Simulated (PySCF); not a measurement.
MCl₂ across the 4d metals

Level: PBE0, basis family def2-TZVP, scalar-relativistic core potentials from Rb on and no relativity for lighter atoms.

Each entry is the lowest minimum that a search over a few typed start shapes (and spin states, where more than one is plausible) found, or that minimum re-optimised at the stated level; isomers with ligand–ligand bonds, or fragments after loss of a ligand pair, can lie lower. Open shells are unrestricted; no spin–orbit coupling; PySCF with density fitting.

```csv
molecule,2S+1,point group,mean bond to the central atom (Å),polar-tensor charge of the central atom,distinct angles (°),atomisation (kJ/mol),gap (eV)
ZrCl₂,3,C2v,2.347,1.19,143,994,–
MoCl₂,5,C2v,2.260,1.18,132,742,–
RuCl₂,?,?,?,?,?,?,?
CdCl₂,1,D∞h,2.265,1.05,180,557,6.70
```

(1) Fill in the row of RuCl₂.

Answers

(1) 2S+1: 5; point group: D∞h; mean bond to the central atom (Å): 2.230; polar-tensor charge of the central atom: 1.24; distinct angles (°): 180; atomisation (kJ/mol): 748.

The bond length does not run in one direction; the largest change, -0.087 Å, falls between ZrCl₂ and MoCl₂ among the members listed.

The shape changes along the series: C2v for ZrCl₂ and MoCl₂; D∞h for RuCl₂ and CdCl₂.

Left out of the table are members whose search was unfinished or whose lowest solution was spin-contaminated, unstable, very soft or bonded differently.

Open d and f shells are single-determinant solutions and may miss the true ground state.
